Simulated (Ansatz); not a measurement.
Ansatz results at the PBE0-D4/def2-TZVP geometry: ideal-gas entropy at 298 K and 1 bar (rigid rotor, harmonic PBE0-D4/def2-TZVP) 412 J/(mol·K); LUMO energy (PBE0/def2-TZVPP) -0.51 eV; HOMO–LUMO gap (PBE0/def2-TZVPP) 6.53 eV.

Each molecule was computed in one conformer, which needn't be the lowest.

**Question.** Which molecule gave them?
A. `[F][SnH2][SH]`
B. `C=[CH][Sn]([F])([F])[F]`
C. `C[S][SnH]([CH3])[F]`
D. `[OH][SnH3]`

**Answer.** C. The others give `[OH][SnH3]`: 287, -0.54, 7.67; `[F][SnH2][SH]`: 322, -0.91, 6.98; `C=[CH][Sn]([F])([F])[F]`: 386, -1.80, 7.68.
